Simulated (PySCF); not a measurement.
# Removal energies of Br⁻ from EOM-IP-GCCSD

Reference: closed-shell Br⁻, [Kr]; one electron is removed. Calculated with PySCF 2.14, two-component X2C-1e with screened spin-orbit coupling, x2c-TZVPPall-2c with one added diffuse shell each of s, p, d type (7s8p5d1f, 63 functions); frozen [Ne]; the 4 highest virtual spinors dropped; the other 86 virtual spinors kept. No Breit or QED terms. Binding energies in eV.

```csv
level,Koopmans,second order,EOM-CCSD,experiment
4s1/2,19.373,1.749,15.126,n/a
4p1/2,4.125,3.188,3.706,3.820
4p3/2,3.563,2.773,3.237,3.364
```

In EOM-CCSD the overlap with the one-orbital guess is low for 4s1/2 (weight 0.70). That can mean mixing with two-hole, one-particle states, where second order and EOM-CCSD lose accuracy, or only a rotation among the degenerate components of the shell; the terms of those configurations are not listed.

Only part of the computed levels is shown.

Where second order misses EOM-CCSD by more than 1 eV, it overshoots the relaxation and correlation of that hole or particle, which higher orders damp.
